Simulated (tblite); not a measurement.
Compound: C4H11NSSi (charge +1 and doublet state).
Bonds: C1–Si2, Si2–C3, Si2–C4, C4–C5, C5–N6, C5–S7 (double). Hydrogens: H8, H9, H10 on C1; H11 on Si2; H12, H13, H14 on C3; H15, H16 on C4; H17, H18 on N6.

Structure optimised with GFN2-xTB, isolated species. This method treats the open shell by occupation alone, without spin polarisation.

(1) What internal coordinates does the optimisation give?

## Answers

(1) 
```
                  bond  length (Å)
                C1–Si2       1.902
                Si2–C3       1.888
                Si2–C4       2.007
                 C4–C5       1.448
                 C5–N6       1.322
                 C5=S7       1.683
C1–H8 and 5 like bonds       1.087
               Si2–H11       1.468
        C4–H15, C4–H16       1.086
                N6–H17       1.010
                N6–H18       1.010
```

Bonds in one row agree within 0.01 Å and their mean is given. A selection of angles:
```
     angle  degrees
 Si2–C1–H8    112.0
Si2–C1–H10    108.9
  H8–C1–H9    108.2
 C1–Si2–C3    114.6
 C1–Si2–C4    100.3
C1–Si2–H11    114.2
 C3–Si2–C4    106.4
C3–Si2–H11    114.9
C4–Si2–H11    104.3
 Si2–C4–C5    109.1
Si2–C4–H15    108.4
Si2–C4–H16    105.2
 C5–C4–H15    111.9
H15–C4–H16    109.9
  C4–C5–N6    120.9
  C4–C5–S7    117.8
  N6–C5–S7    121.3
 C5–N6–H17    121.1
 C5–N6–H18    121.1
H17–N6–H18    117.6
```

Torsions: C1–Si2–C4–C5 167° (antiperiplanar); Si2–C4–C5–N6 -84° (synclinal). The mirror-image conformer, all signs reversed, is as good.

N6 (nitrogen bonded to C and 2 H) is planar (angles 121.1°, 121.1° and 117.6°, sum 359.9°, 0.02 Å off the plane of its three neighbours). C5 (carbon bonded to C, N and S) is planar (angles 121.3°, 120.9° and 117.8°, sum 360.0°, 0.01 Å off the plane of its three neighbours). The C–Si distances run from 1.888 Å (Si2–C3, drawn single) to 2.007 Å (Si2–C4, drawn single), a spread of 0.119 Å. Si2 (silicon bonded to 3 C and H) is distorted tetrahedral (angles from 100.3° to 114.9°). Of the pairs four or more bonds apart, S7···H13 is among the closest relative to their van der Waals radii: 3.05 Å, 102 % of the sum of Bondi's values.

Point group: C1 (no symmetry element, even within 0.4 Å). Its GFN2-xTB frequencies are all real (lowest 25 cm⁻¹). Torsions: C1–Si2–C4–C5 167°, Si2–C4–C5–N6 -84°, C4–C5–N6–H -5° and 180°. 3 starts were optimised and ended at 0.00, 0.75 and 3.90 kcal/mol (GFN2-xTB); the lowest of these is shown.

These are computed values.
